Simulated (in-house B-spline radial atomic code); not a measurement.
Configurations of Sr6+, with energies counted from [Ar] 3d10 4s2 4p2. All numbers are computed (scalar-relativistic (X2C) B3LYP, spin-polarised, spherical fractional occupations, exact exchange averaged over the configuration; Fermi nucleus of rms radius 4.224 fm) with an all-electron radial atomic-structure program (B-spline basis), not measured. Shells without spins written out take the highest spin.

Occupations are held fixed; configurations that lie above the ionisation limit could autoionise.

| configuration | E - E(ref) (eV) | highest orbital | its <r> (bohr) |
| --- | --- | --- | --- |
| [Ar] 3d10 4s2 4p1 5d1 | 64.444 | 5d up | 3.206 |
| [Ar] 3d10 4s1 4p2 4f1 | 75.356 | 4f up | 2.11 |
| [Ar] 3d10 4s1 4p2 5d1 | 82.072 | 5d up | 3.194 |
| [Ar] 3d9 4s2 4p2 4d1 | 154.91 | 4d up | 1.559 |
| [Ne] 3s2 3p5 3d10 4s2 4p2 5d1 | 321.04 | 5d up | 3.129 |

**Question.** Order these further configurations by energy, lowest first.
A. [Ar] 3d10 4s2 4p1 5f1
B. [Ar] 3d10 4s2 4p1 5s1
C. [Ar] 3d10 4s1 4p2 5s1
D. [Ar] 3d9 4s2 4p2 4f1
E. [Ne] 3s2 3p5 3d10 4s2 4p2 4f1

**Answer.** B (45.502 eV), C (63.084 eV), A (75.037 eV), D (183.74 eV), E (314.27 eV).

**Question.** How far above the reference does [Ar] 3d10 4s2 4p1 4f1 lie?

**Answer.** 58.195 eV; its least bound orbital is 4f up with <r> = 2.157 bohr.
